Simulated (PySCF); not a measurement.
CH₅Ge₂N, SMILES [CH]1=[N][GeH2][GeH2]1.

Coordinates come from a B3LYP-D3(BJ)/def2-SVP optimisation. This is a generated structure with no PubChem entry under its InChIKey; it may be hypothetical.

Computed with TDA-PBE/def2-SVPD run with PySCF.

Vertical excitations. Isolated molecule, no solvent. State labels are in the subgroup Cs.

| state | symmetry | energy (eV) | λ (nm) | f | main pairs |
|---|---|---|---|---|---|
| S1 | A" | 3.70 | 335 | 0.001 | HOMO→LUMO 99 % |
| S2 | A' | 4.00 | 310 | 0.000 | HOMO→LUMO+1 99 % |
| S3 | A' | 4.52 | 274 | 0.011 | HOMO→LUMO+2 96 % |
| S4 | A" | 4.78 | 259 | 0.000 | HOMO−1→LUMO 100 % |
| S5 | A' | 5.12 | 242 | 0.019 | HOMO→LUMO+3 97 % |
| S6 | A" | 5.31 | 234 | 0.003 | HOMO→LUMO+4 98 % |
| S7 | A' | 5.73 | 216 | 0.025 | HOMO→LUMO+5 56 %, HOMO−1→LUMO+2 37 % |
| S8 | A' | 5.96 | 208 | 0.141 | HOMO−1→LUMO+1 30 %, HOMO−1→LUMO+2 28 %, HOMO→LUMO+5 26 % |
| S9 | A' | 6.16 | 201 | 0.171 | HOMO−1→LUMO+1 39 %, HOMO−1→LUMO+2 27 %, HOMO−2→LUMO 12 %, HOMO−3→LUMO 7 % |
| S10 | A' | 6.40 | 194 | 0.043 | HOMO−3→LUMO 40 %, HOMO→LUMO+6 27 %, HOMO−2→LUMO 16 %, HOMO−1→LUMO+3 7 % |
| T1 | A" | 2.99 | 415 | 0 | HOMO→LUMO 100 % |
| T2 | A' | 3.82 | 324 | 0 | HOMO→LUMO+1 100 % |
| T3 | A' | 4.15 | 299 | 0 | HOMO→LUMO+2 99 % |
| T4 | A" | 4.58 | 270 | 0 | HOMO−1→LUMO 98 % |
Triplets are in the Tamm–Dancoff approximation.
